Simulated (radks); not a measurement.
Q: The cobalt ion Co2+, configuration [Ar] 3d7. All-electron calculation, Dirac Kohn-Sham, PBEsol, spin-unpolarised, spherical densities, point nucleus; open shells fill j = l - 1/2 first. Program: a radial shooting solver on a logarithmic mesh with Libxc functionals.

Spin-orbit splittings of the eigenvalues, e(l+1/2) - e(l-1/2), with zeta = 2 splitting/(2l+1) and mean radii in bohr:

| shell | occ. | splitting (eV) | zeta (eV) | <r> j=l-1/2 | <r> j=l+1/2 |
|---|---|---|---|---|---|
| 2p | 6 | 14.80 | 9.870 | 0.2229 | 0.2261 |
| 3p | 6 | ? | ? | 0.8106 | 0.8204 |
| 3d | 7 | 0.1983 | 0.07934 | 1.017 | 1.023 |

Estimate the 3p splitting.

A: 1.849 eV (zeta = 1.233 eV).
